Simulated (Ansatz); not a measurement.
`N#CC(C#N)(C#N)C#N` → 5 C• + 4 N•  (atomization)

Gas-phase electronic energies from Ansatz, PBE0-D4/def2-TZVP geometries. CBS: MP2 limit from def2 TZ/QZ plus the TZ coupled-cluster correction, frozen cores. This one scheme is used for every species, atoms too. Functionals use def2-TZVPP. B3LYP here is the variant with VWN-RPA as its local correlation; programs differ in this. Open shells (•) are unrestricted, without spin–orbit coupling. Spin–orbit coupling would lower the free atoms: a little for C.

CCSD(T)/CBS gives +1150.6 kcal/mol.

Problem. Another level gave +1111.0 kcal/mol. Which?
A. CCSD(T)/def2-TZVPP
B. ωB97X-V/def2-TZVPP
C. B3LYP/def2-TZVPP
D. CAM-B3LYP-D4/def2-TZVPP

Solution. A. CCSD(T)/def2-TZVPP 1111.0, ωB97X-V 1158.9, CAM-B3LYP-D4 1160.0, B3LYP 1151.8 kcal/mol.

Largest T1 diagnostic among the species: 0.015.

From BLYP to BHLYP (50 % exact exchange), in def2-TZVPP and without D4, ΔE moves by −111.9 kcal/mol: exact exchange takes away binding that semilocal exchange gives to molecules. The D4 term adds +10.1 kcal/mol with B3LYP and +5.5 kcal/mol with PBE0; it sums over pairs of atoms, weighted by their polarisabilities, and B3LYP, whose exchange is more repulsive, gets the larger term.

For atomizations the MP2-based limit and the directly extrapolated one differ by several kJ/mol either way, and by 10 to 25 for some Ge, Se and Sn compounds, so smaller differences from it don't rank the levels.
